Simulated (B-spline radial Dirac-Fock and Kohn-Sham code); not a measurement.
X-ray scattering factor of Cs

System: neutral cesium in the configuration [Xe] 6s1.

Level of theory: configuration-average Dirac-Fock orbitals; a B-spline atomic structure program. f₀ is the Fourier transform of the spherical electron density, S the Waller-Hartree incoherent function, and s = sin θ/λ.

```csv
s (Å⁻¹),f₀,S,tabulated f₀,tabulated S
0,55.000,0.000,54.994,0.000
0.05,53.527,1.758,53.535,1.793
0.1,50.602,4.287,50.595,4.320
0.15,47.290,6.961,47.297,7.023
0.2,43.888,9.526,43.890,9.615
0.25,40.712,11.938,40.703,12.035
0.3,37.903,14.130,37.897,14.217
0.35,35.440,16.035,35.446,16.104
0.4,33.241,17.680,33.255,17.753
0.45,31.236,19.149,31.243,19.231
0.5,29.382,20.516,29.371,20.612
0.6,26.071,23.093,26.038,23.228
0.7,23.302,25.519,23.290,25.691
0.8,21.071,27.782,21.105,27.981
0.9,19.310,29.853,19.374,30.064
1,17.900,31.700,17.963,31.914
1.1,16.722,33.315,16.755,33.524
1.2,15.677,34.715,15.667,34.930
1.4,13.760,37.012,13.688,37.246
1.6,11.955,38.872,11.900,39.129
1.8,10.301,40.462,10.318,40.732
2,8.881,41.857,8.968,42.129
2.5,6.501,44.677,6.591,44.912
3,5.332,46.777,5.297,46.981
3.5,4.652,48.376,4.569,48.577
4,4.087,49.617,4.054,49.824
5,3.041,51.340,3.131,51.530
6,2.236,52.376,2.207,52.523
```

Tabulated f₀: the analytical fit of Waasmaier and Kirfel, Acta Cryst. A51, 416 (1995); tabulated S: Hubbell et al., J. Phys. Chem. Ref. Data 4, 471 (1975). These are calculations too.

f₀ starts at the number of electrons, 55, and has fallen to half at s ≈ 0.56 Å⁻¹. The sum of ⟨r²⟩ over the electrons is 93.61 bohr². It fixes the forward electron scattering factor, f_e(0) = (a₀/3)Σ⟨r²⟩ = 16.511 Å.
